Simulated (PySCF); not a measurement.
**Telling isomers of C13H12 apart by NMR**

All values are calculated (PySCF): coordinates at the PBE0-D3(BJ)/def2-SVP level, spin–spin couplings from B3LYP/pcJ-1 (spin–dipole term left out of most H,H and C,H couplings), shielding tensors at PBE0/pcSseg-1 (GIAO). One averaged value for each set of equivalent atoms, isolated molecule, single conformer, relativity neglected.

References, each an isolated molecule treated in the same way: TMS for 1H, 13C. Multiplet labels drop J under 1 Hz and among equivalent protons, and merge close values. Unscaled 3J(H,H) run several per cent high. Shifts are as computed. Against solution values, carbons near 30 ppm lie about +2 ppm off and those near 130 ppm about +5 ppm. Of 1211 compounds with measured shifts, 218 miss one by over three times the rms of a fit or turn the order of signals round; such compounds aren't used in these exercises.

(1) Tabulate the signals of `c1ccc(Cc2ccccc2)cc1`, `Cc1ccc2cccc3c2c1CC3`, `C#C[C@@]1(C)C[C@@]12C=CC=C2C#CC` and their relative energies.

(2) What is the quickest way to tell c1ccc(Cc2ccccc2)cc1 from Cc1ccc2cccc3c2c1CC3?

(3) What is the quickest way to tell c1ccc(Cc2ccccc2)cc1 from C#C[C@@]1(C)C[C@@]12C=CC=C2C#CC?

(4) What is the quickest way to tell Cc1ccc2cccc3c2c1CC3 from C#C[C@@]1(C)C[C@@]12C=CC=C2C#CC?

Results:

(1) 
```tsv
SMILES	carbon types	δC	δH	E rel. (kcal/mol)
c1ccc(Cc2ccccc2)cc1	2×C 10×CH 1×CH2	148.7, 135.6, 133.9, 131.8, 45.3	7.39 (m, 4H), 7.33 (m, 2H), 7.25 (m, 4H), 3.88 (s, 2H)	12.3
Cc1ccc2cccc3c2c1CC3	5×C 5×CH 2×CH2 1×CH3	150.7, 148.7, 142.3, 135.9, 133.7, 133.0, 132.6, 127.9, 127.5, 124.3, 33.1, 32.0, 20.9	7.68 (m, 1H), 7.67 (dt, 1H), 7.58 (m, 1H), 7.45 (d, 1H), 7.43 (m, 1H), 3.41 (m, 2H), 3.19 (m, 2H), 2.45 (t, 3H)	0.0
C#C[C@@]1(C)C[C@@]12C=CC=C2C#CC	6×C 4×CH 1×CH2 2×CH3	150.6, 148.0, 136.4, 135.4, 104.2, 92.6, 83.0, 73.4, 51.9, 32.1, 27.9, 21.3, 6.0	6.93 (d of quint, 1H), 6.80 (dd, 1H), 6.63 (dd, 1H), 2.14 (d, 3H), 1.98 (s, 1H), 1.96 (d, 1H), 1.76 (d, 1H), 1.75 (s, 3H)	133.6
```

Energies are electronic energies at PBE0/pcSseg-1 on these geometries, without zero-point or thermal terms, each for the one conformer computed, which needn't be the lowest.

(2) Count the carbon signals: 5 against 13. The first has an sp3 CH2 on an aromatic ring at 45.3 ppm, the second a methyl carbon on an aromatic ring (CH3) at 20.9 ppm. Their most deshielded carbons lie at 148.7 and 150.7 ppm.

(3) Count the carbon signals: 5 against 13. The first has a substituted aromatic carbon (C) at 148.7 ppm, the second an alkyne carbon (C) at 83.0 ppm. Their most deshielded carbons lie at 148.7 and 150.6 ppm. In the proton spectra the most deshielded non-exchanging signals are 7.39 (m, 4H) and 6.93 (d of quint, J = 3.0, 1.2 Hz, 1H).

(4) Both give the same number of carbon signals, but DEPT or the intensities differ. The first has a substituted aromatic carbon (C) at 150.7 ppm, the second a three-membered-ring carbon (C) at 51.9 ppm. Their most deshielded carbons lie at 150.7 and 150.6 ppm. In the proton spectra the most deshielded non-exchanging signals are 7.68 (m, 1H) and 6.93 (d of quint, J = 3.0, 1.2 Hz, 1H).
